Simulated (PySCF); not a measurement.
# C (carbon, neutral): UHF calculation

Configuration: [He] 2s1 2p3, high-spin 5S determinant (an excited configuration). All numbers are calculated (PySCF 2.14, no relativity, point nucleus, in aug-cc-pVTZ).

* Total energy: -37.596797 hartree
* One-electron energy: -50.2393 hartree
* Hartree (Coulomb) energy: 17.8999 hartree
* Exchange energy: -5.2574 hartree
* Kinetic energy: 37.57830 hartree
* ⟨S²⟩: 6.0000
* ⟨L²⟩: 0.000
* Sum of ⟨r⟩: 7.082 bohr
* Sum of ⟨r²⟩: 13.59 bohr²
* Density at the nucleus (Gaussians lack the cusp): 120 bohr⁻³
* Spin density at the nucleus: 2.65 bohr⁻³
* Langevin diamagnetic susceptibility: -10.8 ×10⁻⁶ cm³/mol

```json
{"shell": "1s α", "electrons": "1", "mean orbital energy (hartree)": "-11.34674", "rms radius, mean of both spins (bohr)": "0.312"}
{"shell": "1s β", "electrons": "1", "mean orbital energy (hartree)": "-11.22882", "rms radius, mean of both spins (bohr)": "0.312"}
{"shell": "2s α", "electrons": "1", "mean orbital energy (hartree)": "-0.94183", "rms radius, mean of both spins (bohr)": "1.67"}
{"shell": "2p α", "electrons": "3", "mean orbital energy (hartree)": "-0.47896", "rms radius, mean of both spins (bohr)": "1.88"}
```

Spin-orbit constants ζ (cm⁻¹) from the X2C one-electron operator on these orbitals (non-relativistic here): bare nucleus, nucleus screened by l(l+1)(2l+1)/3 electrons, and screened by the Breit-Pauli mean field of the electrons.

| shell | bare | screened nucleus | mean field |
| --- | --- | --- | --- |
| 2p | 59.29 | 39.53 | 31.36 |
